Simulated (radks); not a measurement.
Spherical quantum dot in the effective-mass picture: electrons in a parabolic well V = omega^2 r^2 / 2 with omega = 0.158, all in effective atomic units (hartree* = m*/eps^2 hartree, bohr* = eps/m* bohr), one dielectric constant everywhere. Calculated with a radial shooting solver with Libxc functionals: non-relativistic Kohn-Sham, LDA (Slater exchange, Perdew-Wang correlation), spin-polarised, spherical densities. Levels are named by radial order and angular momentum (1s, 1p, 1d, 2s, ...), and open shells are averaged over m.

N = 10, configuration 1s2 1p6 1d(up 2, down 0). This is the lowest configuration that the search found. Occupied and some empty levels:

| level | occupation | eigenvalue (hartree*) | <r> (bohr*) |
|---|---|---|---|
| 1s up | 1 | 1.8613 | 4.836 |
| 1s down | 1 | 1.8707 | 4.740 |
| 1p up | 3 | 1.9166 | 5.676 |
| 1p down | 3 | 1.9283 | 5.647 |
| 1d up | 2 | 1.9876 | 6.280 |
| 1d down | 0 | 2.0000 | 6.285 |
| 2s up | 0 | 2.0263 | 5.140 |
| 2s down | 0 | 2.0326 | 5.189 |
| 1f up | 0 | 2.0709 | 6.775 |
| 1f down | 0 | 2.0832 | 6.798 |
| 2p up | 0 | 2.1202 | 5.912 |
| 2p down | 0 | 2.1273 | 5.924 |

Energy (hartree*): total 11.6963, kinetic 0.96491, external 4.2714, Hartree 8.0115, exchange-correlation -1.5515.
